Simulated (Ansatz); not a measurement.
Reaction (SMILES): [O][SiH2]O -> O[SiH]O
Geometries: B3LYP-D3(BJ)/def2-TZVP minima from Ansatz (a first-principles code), one conformer each, not searched for the lowest.

Wanted: isomerisation energy (electronic energy difference), in eV. Valence correlation only, unless marked. Open shells are spin-unrestricted. Spin-orbit coupling is left out. Non-relativistic. CBS(X,Y): correlation extrapolated as X^-3; Hartree-Fock from the larger set. The bracket is a focal-point correction in the basis named.

Level to compare with: RI-MP2/CBS(aug-cc-pV(T+d)Z,aug-cc-pV(Q+d)Z)+[CCSD(T)-MP2]/aug-cc-pV(T+d)Z (Ansatz), -1.11 eV. It is a level with limits of its own, and the differences hold the functionals' basis error too.

Problem. Rank these functionals by how close they come to RI-MP2/CBS(aug-cc-pV(T+d)Z,aug-cc-pV(Q+d)Z)+[CCSD(T)-MP2]/aug-cc-pV(T+d)Z, closest first: B97M-V/def2-TZVPD (Ansatz); HSE06/def2-TZVPD (Ansatz); BLYP/def2-TZVPD (Ansatz).

Solution. HSE06/def2-TZVPD (screened hybrid, -1.07 eV, difference 0.04), BLYP/def2-TZVPD (GGA, -0.93 eV, difference 0.18), B97M-V/def2-TZVPD (meta-GGA with VV10, -0.87 eV, difference 0.24)
